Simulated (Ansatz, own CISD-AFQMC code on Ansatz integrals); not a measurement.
C4H4, SMILES `C1=CC=C1` (triplet; the order of the spin states depends on the level) (charge 0, multiplicity 3). This triplet lies 0.53 eV above the relaxed singlet at the level frozen-core CCSD(T)/cc-pVTZ // B3LYP-D3(BJ)/def2-TZVP (Ansatz); other levels give the other order.

Z-matrix (Å, degrees):
```
C
H 1 1.0781
C 1 1.4375 2 135.00
H 3 1.0781 1 135.00 2 0.00
C 3 1.4376 4 135.00 1 -180.00
H 5 1.0781 3 135.00 4 0.00
C 5 1.4375 6 135.00 3 180.00
H 7 1.0781 5 135.00 6 0.00
```
Charge 0, spin multiplicity 3.

Frozen-core correlation energies in cc-pVDZ at a geometry from B3LYP-D3(BJ)/def2-TZVP, on an HF energy of -153.66548 Ha (<S^2> = 2.01). Wave-function levels are from Ansatz, the walk from an own CISD-AFQMC code on Ansatz integrals (time step 0.005/Ha, trial state from CCSD amplitudes, largest double 0.11).

```json
[
 {"level": "MP2", "correlation energy (mHa)": "-499.5"},
 {"level": "CCSD", "correlation energy (mHa)": "-534.2"},
 {"level": "CCSD(T)", "correlation energy (mHa)": "-556.2"}
]
```

**Question.** What correlation energy does phaseless AFQMC give, and where does it lie among these levels?

**Answer.** -557.8 ± 0.4 mHa (one standard error). AFQMC minus each level: MP2 -58.3 mHa, CCSD -23.6 mHa, CCSD(T) -1.6 mHa.
